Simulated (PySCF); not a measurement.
# Stretching SnB

Set-up: Sn x2c-TZVPPall, B x2c-TZVPPall; spin-free X2C with a Gaussian nucleus (PySCF 2.14). Energies in eV from Sn + B in their ground configurations at the same level. State: ⁴Σ⁻ (quartet), unpaired electrons σ ↑, π ↑↑.

```json
{"R (Å)": "1.877", "r²SCAN": "-2.075", "r²SCAN0": "-1.929", "M06-2X": "-1.651", "BHandHLYP": "-1.467"}
{"R (Å)": "1.964", "r²SCAN": "-2.545", "r²SCAN0": "-2.381", "M06-2X": "-2.111", "BHandHLYP": "-1.923"}
{"R (Å)": "2.051", "r²SCAN": "-2.803", "r²SCAN0": "-2.621", "M06-2X": "-2.368", "BHandHLYP": "-2.168"}
{"R (Å)": "2.116", "r²SCAN": "-2.895", "r²SCAN0": "-2.698", "M06-2X": "-2.463", "BHandHLYP": "-2.250"}
{"R (Å)": "2.182", "r²SCAN": "-2.922", "r²SCAN0": "-2.711", "M06-2X": "-2.496", "BHandHLYP": "-2.268"}
{"R (Å)": "2.248", "r²SCAN": "-2.899", "r²SCAN0": "-2.675", "M06-2X": "-2.482", "BHandHLYP": "-2.238"}
{"R (Å)": "2.335", "r²SCAN": "-2.812", "r²SCAN0": "-2.572", "M06-2X": "-2.410", "BHandHLYP": "-2.145"}
{"R (Å)": "2.444", "r²SCAN": "-2.644", "r²SCAN0": "-2.388", "M06-2X": "-2.263", "BHandHLYP": "-1.975"}
{"R (Å)": "2.575", "r²SCAN": "-2.397", "r²SCAN0": "-2.124", "M06-2X": "-2.038", "BHandHLYP": "-1.730"}
{"R (Å)": "2.749", "r²SCAN": "-2.044", "r²SCAN0": "-1.753", "M06-2X": "-1.706", "BHandHLYP": "-1.387"}
```

Question: Put a parabola through the three lowest points of the r²SCAN curve and estimate Re, k and ωe (reduced mass 10.08 u; 1 eV/Å² = 0.16022 mdyn/Å; ωe = 1302.8·√(k/μ) cm⁻¹).

Answer: Through R = 2.116, 2.182, 2.248 Å the second-order coefficient is 5.74 eV/Å², so Re ≈ 2.185 Å, k ≈ 1.84 mdyn/Å and ωe ≈ 556 cm⁻¹. A polynomial fit of higher order to the unrounded r²SCAN energies gives Re = 2.181 Å, k = 1.86 mdyn/Å, ωe = 559 cm⁻¹; anharmonicity and rounding make the difference.

The higher-order fit for each curve: r²SCAN: Re = 2.181 Å, ωe = 559 cm⁻¹, De = 2.92 eV; r²SCAN0: Re = 2.164 Å, ωe = 577 cm⁻¹, De = 2.71 eV; M06-2X: Re = 2.193 Å, ωe = 530 cm⁻¹, De = 2.50 eV; BHandHLYP: Re = 2.171 Å, ωe = 563 cm⁻¹, De = 2.27 eV.

These are scalar-relativistic numbers at best; spin–orbit coupling would shift them, the dissociation energy most. The state was picked by a PBE0 search and need not be the measured ground state.
